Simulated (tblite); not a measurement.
Species: C5H13AlS.
Bonds: C1–C2, C2–S3, S3–Al4, Al4–C5, C5–C6, C5–C7. Hydrogens: H8, H9, H10 on C1; H11, H12 on C2; H13 on Al4; H14 on C5; H15, H16, H17 on C6; H18, H19, H20 on C7.

Computed with GFN2-xTB (tblite), gas phase: L-BFGS steps from a force-field or distance-geometry start until the largest atomic force falls under 0.01 eV/Å.

Step 93: E = -589.2303 eV
```
atom  x, y, z in Å  |  force x, y, z in eV/Å
C1     -2.9493    0.0650    0.1987   -0.013  -0.014   0.009
C2     -2.8277   -1.1273   -0.7284   -0.025   0.030   0.023
S3     -1.2545   -2.0583   -0.4754   -0.014  -0.069   0.005
Al4    -0.0106   -0.2690   -0.7561    0.007   0.008  -0.027
C5      1.5671    0.1847    0.3886   -0.005  -0.034   0.001
C6      1.9821    1.6597    0.4162   -0.011  -0.017   0.004
C7      2.6826   -0.6679   -0.2519    0.020  -0.023   0.004
H8     -2.1671    0.8020   -0.0372   -0.039  -0.001   0.017
H9     -2.8288   -0.2361    1.2378    0.000  -0.024  -0.009
H10    -3.9243    0.5368    0.0827    0.023   0.028  -0.020
H11    -2.8870   -0.8153   -1.7723    0.038  -0.003  -0.008
H12    -3.6134   -1.8561   -0.5374   -0.023  -0.006   0.011
H13    -0.3716    0.5210   -2.0303   -0.023   0.057  -0.024
H14     1.4688   -0.1686    1.4299    0.009   0.069   0.021
H15     1.2584    2.2549    0.9692   -0.024   0.021   0.019
H16     2.9580    1.7834    0.8878    0.011  -0.002  -0.009
H17     2.0411    2.0588   -0.5961    0.013  -0.006  -0.009
H18     2.8467   -0.3687   -1.2889    0.012  -0.002  -0.001
H19     2.3993   -1.7242   -0.2450   -0.001  -0.024  -0.020
H20     3.6252   -0.5642    0.2858    0.044   0.014   0.013
```

Step 94: E = -589.2313 eV
```
atom  x, y, z in Å  |  force x, y, z in eV/Å
C1     -2.9537    0.0640    0.2013   -0.026  -0.002   0.020
C2     -2.8276   -1.1253   -0.7276   -0.020   0.022   0.016
S3     -1.2528   -2.0540   -0.4747   -0.015  -0.057   0.002
Al4    -0.0052   -0.2662   -0.7594   -0.048  -0.014  -0.040
C5      1.5718    0.1818    0.3836   -0.014  -0.035   0.007
C6      1.9796    1.6585    0.4094   -0.010   0.000   0.009
C7      2.6906   -0.6711   -0.2491    0.031  -0.018   0.012
H8     -2.1674    0.7983   -0.0269   -0.041   0.015   0.020
H9     -2.8449   -0.2385    1.2407    0.023  -0.039   0.006
H10    -3.9273    0.5376    0.0813    0.026   0.036  -0.040
H11    -2.8850   -0.8112   -1.7706    0.042   0.005  -0.022
H12    -3.6136   -1.8542   -0.5412   -0.027  -0.028   0.017
H13    -0.3757    0.5333   -2.0252   -0.019   0.054  -0.023
H14     1.4687   -0.1692    1.4246    0.013   0.067   0.039
H15     1.2554    2.2482    0.9684   -0.018   0.021   0.006
H16     2.9568    1.7867    0.8770    0.017   0.003  -0.019
H17     2.0295    2.0593   -0.6034    0.020  -0.011   0.014
H18     2.8615   -0.3707   -1.2845    0.024  -0.008   0.004
H19     2.4057   -1.7267   -0.2441   -0.004  -0.030  -0.027
H20     3.6283   -0.5700    0.2979    0.046   0.020  -0.003
```

Step 95: E = -589.2319 eV
```
atom  x, y, z in Å  |  force x, y, z in eV/Å
C1     -2.9541    0.0523    0.2164    0.003   0.005   0.036
C2     -2.8149   -1.1203   -0.7333   -0.054  -0.003  -0.008
S3     -1.2444   -2.0562   -0.4690   -0.031  -0.014  -0.012
Al4    -0.0012   -0.2639   -0.7654   -0.116  -0.032  -0.063
C5      1.5684    0.1926    0.3798    0.007  -0.017   0.001
C6      1.9847    1.6676    0.3969   -0.015   0.008   0.019
C7      2.6809   -0.6776   -0.2434    0.033  -0.015   0.042
H8     -2.1561    0.7871    0.0177   -0.107  -0.042   0.041
H9     -2.8721   -0.2688    1.2550    0.039  -0.026  -0.074
H10    -3.9231    0.5328    0.0842    0.046   0.042  -0.044
H11    -2.8529   -0.7854   -1.7741    0.043  -0.018   0.069
H12    -3.6086   -1.8520   -0.5747    0.049   0.035   0.001
H13    -0.3870    0.5310   -2.0319   -0.012   0.041  -0.005
H14     1.4571   -0.1490    1.4227    0.022   0.059   0.050
H15     1.2663    2.2624    0.9612    0.016  -0.005  -0.030
H16     2.9659    1.7919    0.8587   -0.002   0.004  -0.033
H17     2.0294    2.0663   -0.6182    0.020  -0.026   0.052
H18     2.8626   -0.3784   -1.2780    0.035  -0.024   0.025
H19     2.3775   -1.7297   -0.2399    0.014   0.010  -0.031
H20     3.6164   -0.5921    0.3129    0.009   0.020  -0.038
```

Task: Estimate the geometry and energy of step 96. (The exact step hangs on the optimiser's Hessian estimate; all steps are aligned on step 95, rigid shifts and turns removed.)

Result: E = -589.2333 eV, largest force 0.147 eV/Å
```
atom  x, y, z in Å  |  force x, y, z in eV/Å
C1     -2.9624    0.0594    0.2098   -0.019   0.021   0.027
C2     -2.8280   -1.1211   -0.7275   -0.012  -0.026  -0.018
S3     -1.2513   -2.0517   -0.4742   -0.024   0.010  -0.009
Al4     0.0035   -0.2648   -0.7665   -0.129  -0.045  -0.053
C5      1.5788    0.1789    0.3773   -0.007   0.000   0.009
C6      1.9771    1.6589    0.3967   -0.008   0.019   0.014
C7      2.7023   -0.6778   -0.2428    0.026  -0.001   0.031
H8     -2.1687    0.7913   -0.0006   -0.046   0.010   0.033
H9     -2.8750   -0.2516    1.2487    0.044  -0.041   0.000
H10    -3.9312    0.5393    0.0784    0.019   0.038  -0.049
H11    -2.8758   -0.7987   -1.7696    0.033   0.000   0.011
H12    -3.6165   -1.8519   -0.5526    0.010  -0.014   0.004
H13    -0.3781    0.5518   -2.0215   -0.012   0.030  -0.001
H14     1.4687   -0.1601    1.4206    0.017   0.033   0.055
H15     1.2526    2.2426    0.9656    0.023  -0.005  -0.038
H16     2.9582    1.7941    0.8554   -0.003   0.006  -0.032
H17     2.0135    2.0610   -0.6176    0.019  -0.023   0.055
H18     2.8854   -0.3718   -1.2750    0.042  -0.024   0.027
H19     2.4085   -1.7318   -0.2466    0.014  -0.007  -0.025
H20     3.6334   -0.5854    0.3195    0.012   0.018  -0.041
```

The energy changes by -0.0014 eV. The first-order estimate −F·Δx gives -0.0023 eV and the mean of the old and new forces, exact on a quadratic surface, -0.0014 eV. The step makes an angle of 85° with the force vector and moves no atom by more than 0.032 Å.

The cost below is that of the whole relaxation. Time: 3.1 s. Hardware: one thread, Arm Neoverse N1 (aarch64), on a shared host.
